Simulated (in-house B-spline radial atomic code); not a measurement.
A fraction x of an electron is removed from 3d in Sc²⁺, starting from [Ar] 3d1 and keeping the highest spin. All numbers are computed (scalar-relativistic (X2C) BP86, spin-polarised, spherical fractional occupations; Fermi nucleus of rms radius 3.5459 fm) with a radial B-spline atomic code at the basis-set limit, not measured.

```csv
x,E(x) - E(0) (eV),3d up level (eV)
0,0.0000,-18.322
0.1,1.8957,-19.598
0.23,4.5537,-21.302
0.35,7.2066,-22.919
0.47,10.0558,-24.575
0.5,10.7994,-24.995
0.6,13.3695,-26.412
0.66,14.9801,-27.275
0.84,20.1260,-29.915
0.9,21.9478,-30.813
1,25.1044,-
```

The exact functional would give a straight line between the two integer points. Deviations E(x) - E(0) - x[E(1) - E(0)], in eV: -0.615 at x = 0.1, -1.22 at x = 0.23, -1.58 at x = 0.35, -1.743 at x = 0.47, -1.753 at x = 0.5, -1.693 at x = 0.6, -1.589 at x = 0.66, -0.962 at x = 0.84, -0.646 at x = 0.9.

The curve lies below the straight line by up to 1.753 eV (at x = 0.5): convex, the delocalisation error that favours fractional charges.

Problem. How well does Slater's transition state (minus the level at half occupation) give the ionisation energy?

Solution. It gives 24.995 eV against 25.104 eV from the two total energies; NIST lists 24.76 eV, ground level to ground level.
